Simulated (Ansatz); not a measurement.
Reaction (substitution at a C–Si bond): `C[Si](F)(F)[GeH3]` + `C[SiH](N)N` → `CN[SiH](C)N` + `F[SiH](F)[GeH3]`

Gas-phase electronic energies from Ansatz, PBE0-D4/def2-TZVP geometries. CCSD(T)/CBS is the MP2 limit (def2-TZVPP, def2-QZVPP) plus CCSD(T) − MP2 in def2-TZVPP, frozen cores. Functionals use def2-TZVPP. B3LYP here is the variant with VWN-RPA as its local correlation; programs differ in this. For Ge outer-core shells are correlated without core-valence functions, which leaves a few kJ/mol of doubt a bond. Scalar relativity is left out up to krypton. Each species was taken in one conformer, which may not be the lowest.

```tsv
level	ΔE (kcal/mol)	difference from CCSD(T)/CBS
PBE-D4	22.9	-0.7
PBE0-D4	23.3	-0.3
B3LYP-D4	22.5	-1.1
ωB97M-V	23.7	0.1
PBE	23.0	-0.6
r2SCAN	24.5	0.9
PBE0	23.3	-0.3
B3LYP	22.5	-1.1
MP2/def2-TZVPP	23.8	0.2
CCSD(T)/def2-TZVPP	22.9	-0.7
HF/def2-QZVPP	21.3	-2.3
MP2/def2-QZVPP	24.1	0.5
SCS-MP2/def2-QZVPP	22.7	-0.9
HF/CBS(def2)	21.3	-2.3
MP2/CBS(def2)	24.4	0.8
CCSD/CBS(def2)	23.5	-0.1
CCSD(T)/CBS	23.6	0
```

Largest T1 diagnostic among the species: 0.012.

In def2-TZVPP, CCSD(T) changes the Hartree–Fock value by +1.5 kcal/mol (the triples alone add +0.1 kcal/mol) and MP2 by +2.4 kcal/mol.
